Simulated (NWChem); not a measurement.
System: WN2H2ClF; SMILES [NH]=[W](=[NH])([F])[Cl]

Computed with NWChem. All runs use the structure optimised with PBE0/def2-SVP. Not confirmed as a minimum by frequencies. def2 effective core potentials on W; no spin-orbit coupling. Total energies compare along this basis series because the functional is fixed.

```
level            basis functions  energy (Ha)  highest occupied level (eV)  orbital gap (eV)  dipole (D)
---------------  ---------------  -----------  ---------------------------  ----------------  ----------
TPSS/def2-SVP                102    -737.7597                        -6.88              4.39        2.63
TPSS/def2-SVPD               141    -737.7825                        -7.06              4.28        2.58
TPSS/def2-TZVP               182    -738.1877                        -6.94              4.29        2.46
TPSS/def2-TZVPP              219    -738.1941                        -6.94              4.30        2.38
```
